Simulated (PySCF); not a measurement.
Spin states of AlGe⁺

Unrestricted PBE0; PySCF, no relativity, basis sets Al def2-SVP, Ge def2-SVP. Outer shells of the fragments: Al+ 3s2; Ge 3d10 4s2 4p2.

Followed along the bond (rough minima from three points):

| 2Ms+1 | unpaired | ⟨S²⟩ at the start | R at minimum (Å) | Te (eV) |
| --- | --- | --- | --- | --- |
| 3 | σ ↑, π ↑ | 2.01 | 2.83 | 0.00 |
| 1 | σ ↓, π ↑ | 1.02 | 2.78 | 0.19 |
| 3 | π ↑↑ | 2.02 | 2.48 | 0.28 |
| 1 | π ↑↓ | 1.01 | 2.48 | 0.54 |
| 1 | none | 0.00 | 2.50 | 1.24 |

Solutions found at the starting distance of 2.455 Å, counted from the lowest of them; the search is not exhaustive and high or unbound solutions are not listed, so other states can lie among these:

```tsv
2Ms+1	unpaired	term	E (eV)	⟨S²⟩	⟨Lz²⟩	μ (D)
3	σ ↑, π ↑	³Π	0.00	2.01	1.00	-3.58
3	π ↑↑	³Σ⁻	0.02	2.02	0.00	-5.06
1	σ ↓, π ↑	mixed	0.15	1.02	1.00	-3.64
1	π ↑↓	mixed	0.28	1.01	2.01	-4.97
1	none	mixed	0.99	0.00	2.00	-4.68
1	none	¹Σ⁺	1.36	0.00	0.00	-0.83
3	π ↑↑	mixed	2.68	2.03	2.01	-2.86
3	σ ↑↑, π ↑↓	mixed	2.76	3.01	2.01	-4.73
1	σ ↓↓, π ↑↑	mixed	3.07	2.01	0.00	-5.21
1	σ ↓, π ↑	mixed	4.26	1.33	1.01	-5.21
```

A term symbol is given only where ⟨S²⟩ and ⟨Lz²⟩ are close to those of a pure state; real π, δ and φ orbitals otherwise mix terms. A positive dipole points towards Ge; it is taken about the centre of mass and depends on that origin.

Spin–orbit coupling is left out.
